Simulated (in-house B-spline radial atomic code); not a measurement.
Ionising the manganese ion Mn⁵⁺ with different functionals

Computed with an all-electron radial atomic-structure program (B-spline basis): non-relativistic Hamiltonian, point nucleus, spin-polarised at highest spin, spherical fractional occupations for the functionals, and exact exchange of hybrids averaged over the configuration. The ionisation energy is the difference of two self-consistent energies, [Ar] 3d2 → [Ar] 3d1, without Breit or QED terms; ε is the level of the shell that loses the electron (its least bound occupied spin orbital).

| method | rung | ΔSCF (eV) | -ε(3d) (eV) |
| --- | --- | --- | --- |
| PBE0 | global hybrid | 95.64 | 87.33 |
| B3LYP | global hybrid | 95.77 | 86.80 |
| TPSSh | global hybrid | 95.49 | 85.26 |
| M06-2X | global hybrid | 95.45 | 90.86 |
| BHandHLYP | global hybrid | 95.54 | 90.46 |
| r2SCAN0 | global hybrid | 95.50 | 87.33 |
| B97-1 | global hybrid | 95.57 | 86.73 |
| HSE06 | range-separated hybrid | 95.59 | 86.86 |
| wB97X | range-separated hybrid | 95.32 | 89.47 |
| CAM-B3LYP | range-separated hybrid | 95.74 | 88.82 |
| LC-wPBE | range-separated hybrid | 95.71 | 89.74 |

(1) Among the functionals, which spreads more, the ΔSCF values or the orbital energies?

(2) How do they compare with the NIST value?

Answers

(1) The orbital energies: ΔSCF values span about 0.45 eV and the orbital energies 5.60 eV; here energy differences depend much less on the functional than eigenvalues do.

(2) NIST lists 95.60 eV ± 0.025 (measured, ground level to ground level). Errors run from -0.28 to +0.17 eV; HSE06 is closest (-0.02 eV), though others lie within the uncertainty of it, and part of that can be cancellation, since the calculations leave out relativity, Breit-QED terms, multiplet and fine-structure energies.
